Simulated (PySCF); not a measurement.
BCl2H3Si.

```xyz
7

B      0.0515    -0.0501     0.0670
Cl     1.6974    -0.2357    -0.4996
Cl    -0.4031    -0.8313     1.5625
Si    -1.2541     1.0341    -1.0306
H     -2.5688     1.1796    -0.3427
H     -1.4577     0.3481    -2.3417
H     -0.6761     2.3856    -1.2911
```
Charge 0, spin multiplicity 1.

Geometry: ωB97X-D3(BJ)/def2-SVP.

Level of theory: PBE0/pcSseg-1 (PySCF). Non-relativistic, no solvent.

Computed absolute GIAO shielding of each atom: isotropic value and principal components (ppm):
| atom | σ(iso) | σ11 | σ22 | σ33 | span |
|---|---|---|---|---|---|
| B1 | 22.6 | -45.2 | 21.6 | 91.4 | 136.6 |
| Cl2 | 550.3 | 143.2 | 614.5 | 893.2 | 749.9 |
| Cl3 | 537.4 | 130.9 | 609.1 | 872.1 | 741.2 |
| Si4 | 448.7 | 417.1 | 452.0 | 476.9 | 59.9 |
| H5 | 27.7 | 24.0 | 26.5 | 32.6 | 8.6 |
| H6 | 27.5 | 24.5 | 26.0 | 32.0 | 7.5 |
| H7 | 27.5 | 24.3 | 26.2 | 32.1 | 7.8 |
